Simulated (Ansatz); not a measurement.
```yaml
crystal:
  periodic: [false, false, false]
  atoms:
    - {symbol: N, position_ang: [-0.811614, -1.103026, -0.417022]}
    - {symbol: C, position_ang: [-0.109947, -0.090599, -0.168257]}
    - {symbol: Se, position_ang: [0.730134, 0.076603, 1.530557]}
    - {symbol: H, position_ang: [-1.199214, -1.063106, -1.357980]}
    - {symbol: H, position_ang: [0.084432, 0.746486, -0.845508]}
    - {symbol: H, position_ang: [1.348209, 1.369743, 1.212010]}
basis:
  gaussian: {orbitals: ANO-RCC-VTZP}
hamiltonian: {xc: {name: PBE}, dispersion: d3bj}
```

```sh
$ ansatz run in.yaml --threads 2 --pin off --events-out ev --progress --plain --max-ram 4352MiB
```

It prints (some lines left out):

```
Functional definition: PBE
1039 factors; their error is unknown
mean field evaluation 1: about -68670.9902 eV, gradient 8.3e1 eV
mean field evaluation 2: about -68476.8495 eV, gradient 2.0e2 eV
mean field evaluation 4: about -68684.7865 eV, gradient 2.3e1 eV
mean field evaluation 8: about -68686.4956 eV, gradient 4.3e-1 eV
mean field evaluation 16: about -68686.4585 eV, gradient 5.3e-5 eV
mean field -68686.45848238 eV, -2524.1807918737 hartree, gradient 5.3e-5 eV, S^2 0.000000; 0 other end points of the search recorded, 0 dependent functions left out
reference -68686.45853565 eV, -2524.1807938314 hartree; 25, 25 occupied and 120, 120 virtual orbitals, 1039 factors
Total energy: -68686.56563927 eV, -2524.1847298166 hartree
Relativity: scalar
```

Run time 2.1 s (2 threads of an Arm Neoverse V2 on a shared host); peak host memory 0.32 GiB.
